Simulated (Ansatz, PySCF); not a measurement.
Species: sum formula SiH$_{2}$I, charge 0, multiplicity 2. It need not be the lowest isomer of its formula. 
Structure (B3LYP-D3(BJ)/def2-TZVP (Ansatz, an electronic-structure program) minimum search):
```
Si
H 1 1.4853
H 1 1.4853 2 110.24
I 1 2.4544 2 108.61 3 118.89
```
Charge 0, spin multiplicity 2.

Wanted: atomisation energy (electronic, to ground-state atoms), in eV. Valence correlation only, unless marked. Open shells are spin-unrestricted. Spin-orbit coupling is left out. Frozen are the shells of the preceding noble gas and the d and f shells that filled before the atom's block. Past Kr the def2 sets carry scalar-relativistic core potentials. The coupled-cluster limit lacks core correlation, which all-electron functionals hold. CBS(X,Y): correlation extrapolated as X^-3; Hartree-Fock from the larger set.

| level | program | atomisation energy (eV) |
|---|---|---|
| PBE0/def2-QZVPP | Ansatz | 9.29 |
| PW6B95-D4/def2-TZVPD | PySCF + dftd4 | 9.40 |
| RPA@PBE/def2-QZVPP | Ansatz | 8.69 |
| MP2/def2-TZVPP | Ansatz | 8.98 |
| RI-MP2/def2-TZVPP | Ansatz | 8.98 |
| SCS-MP2/def2-SVPD | Ansatz | 8.56 |

### Question
Estimate the value at CCSD(T)/CBS(def2-TZVPP,def2-QZVPP) as computed with Ansatz.

### Answer
9.36 eV, so SCS-MP2/def2-SVPD differs from it by -0.80 eV.
